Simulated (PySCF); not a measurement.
Compound: C₉H₁₆P (charge +1).
SMILES with atom numbers: `[CH3:1][C:2]1=[CH:3][P@+:4]([CH3:5])([CH:6]2[CH2:7][CH2:8]2)[CH2:9][CH2:10]1`

Cartesian coordinates in Å at the PBE0-D3(BJ)/def2-SVP level; atoms count from 1:
```xyz
26
C9H16P angstrom
C     -3.4420   -0.3410   -0.9803
C     -2.1106   -0.1795   -0.3393
C     -1.0311    0.3643   -0.9431
P      0.3732    0.3517    0.1355
C      1.0314    1.9971    0.4608
C      1.6732   -0.7341   -0.4295
C      3.0621   -0.6903    0.1668
C      2.8509   -0.2358   -1.2328
C     -0.5082   -0.3356    1.5772
C     -1.9280   -0.6570    1.0786
H     -4.2087    0.1990   -0.4010
H     -3.4557    0.0262   -2.0138
H     -3.7395   -1.4022   -0.9762
H     -1.0152    0.7359   -1.9693
H      1.8406    1.9554    1.2042
H      1.4114    2.4425   -0.4697
H      0.2158    2.6254    0.8459
H      1.2687   -1.7181   -0.6922
H      3.5407   -1.6564    0.3433
H      3.2886    0.0617    0.9279
H      3.1801   -0.8785   -2.0525
H      2.9321    0.8330   -1.4481
H      0.0313   -1.2168    1.9523
H     -0.5081    0.4114    2.3846
H     -2.1307   -1.7400    1.1201
H     -2.6907   -0.1919    1.7238
```

Probes without a nucleus sit at each ring's centroid and 1 Å off its mean plane on both sides; NICS is minus the shielding there, NICSzz its component along the normal. Level: GIAO HF/pcSseg-1 (PySCF, non-relativistic, gas phase) on the PBE0-D3(BJ)/def2-SVP geometry, one conformer.

Ring bond lengths (Å): C2–C3 1.351, C3–P4 1.771, P4–C9 1.824, C9–C10 1.539, C10–C2 1.507; C6–C7 1.512, C7–C8 1.487, C8–C6 1.510.

Problem. Give the NICS values of each ring in ppm.

Solution. 
```json
{"ring": "C2–C3–P4–C9–C10", "type": "5-membered ring with P; formal bonds 1 double, 4 single", "NICS(0)": "-3.8", "NICS(1), two faces": "-4.5 / -4.0", "NICS(1)zz, two faces": "-3.4 / -2.2", "rms pucker (Å)": "0.03", "centre to ring atoms, mean (Å)": "1.36"}
{"ring": "C6–C7–C8", "type": "3-membered carbocycle; formal bonds all single", "NICS(0)": "-44.3", "NICS(1), two faces": "-8.7 / -10.2", "NICS(1)zz, two faces": "-24.4 / -25.7", "rms pucker (Å)": "0.00", "centre to ring atoms, mean (Å)": "0.87"}
```

Problem. What do they say, and how far can they be read as aromaticity?

Solution. 
- C2–C3–P4–C9–C10: mean NICS(1)zz -2.8 ppm, near zero. P4, C9, C10 have four or more neighbours, so the value isn't read as a sign of a π ring current.
- C6–C7–C8: mean NICS(1)zz -25.1 ppm, shielded. C6, C7, C8 have four or more neighbours, so the value isn't read as a sign of a π ring current. NICS(0) lies 35 ppm below the mean NICS(1).

Problem. How shielded are the nuclei of the rings and their hydrogens (means over atoms taken as equivalent)?

Solution. 
| atoms | environment | σ isotropic (ppm) |
| --- | --- | --- |
| C2 | fully substituted alkene carbon | -2.9 |
| C3 | alkene CH carbon | 83.8 |
| P4 | phosphonium phosphorus | 316.6 |
| C6 | sp3 carbon bound to phosphorus | 191.2 |
| C7 | three-membered-ring carbon | 188.9 |
| C8 | three-membered-ring carbon | 188.1 |
| C9 | sp3 carbon bound to phosphorus | 173.7 |
| C10 | allylic carbon | 158.8 |
| H14 | vinylic hydrogen | 26.00 |
| H18 | methine hydrogen | 31.24 |
| H19 | methylene hydrogen | 30.16 |
| H20 | methylene hydrogen | 30.93 |
| H21 | methylene hydrogen | 30.07 |
| H22 | methylene hydrogen | 30.74 |

The list is cut; further classes of hydrogen are left out.

Problem. How do the values depend on the level or the medium?

Solution. 
```csv
level,"NICS(0), C2–C3–P4–C9–C10","mean NICS(1)zz, C2–C3–P4–C9–C10","NICS(0), C6–C7–C8","mean NICS(1)zz, C6–C7–C8"
"HF/pcSseg-1, gas",-3.8,-2.8,-44.3,-25.1
"PBE0/pcSseg-1, gas",-3.6,-2.6,-44.3,-23.9
"PBE0/pcSseg-1, IEF-PCM acetone",-3.4,-2.5,-44.3,-24.0
"PBE0/pcSseg-1, IEF-PCM chloroform",-3.5,-2.5,-44.3,-24.0
```

The geometry is the same throughout; the continuum's cavity takes Bondi-type radii × 1.2.
